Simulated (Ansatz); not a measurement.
This triplet is an excited state, 2.33 eV above the relaxed singlet at the level frozen-core CCSD(T)/cc-pVTZ // B3LYP-D3(BJ)/def2-TZVP (Ansatz, a program for electronic structure).

Species: CHGeNO, SMILES `N#[C][Ge][OH]` (excited triplet) (charge 0, multiplicity 3).

Q: Give a relaxed geometry from B3LYP-D3(BJ)/def2-TZVP (Ansatz).

A: This is not unique; one that fits is the end point of this relaxation, one of several conformers (outside a Z-matrix the atoms follow the SMILES, hydrogens last).
Cartesian coordinates (Å) in one orientation:
```xyz
5

N      2.541     0.015    -0.455
C      1.426     0.285    -0.287
Ge    -0.367     0.853     0.004
O     -1.621    -0.399    -0.291
H     -1.980    -0.754     0.533
```
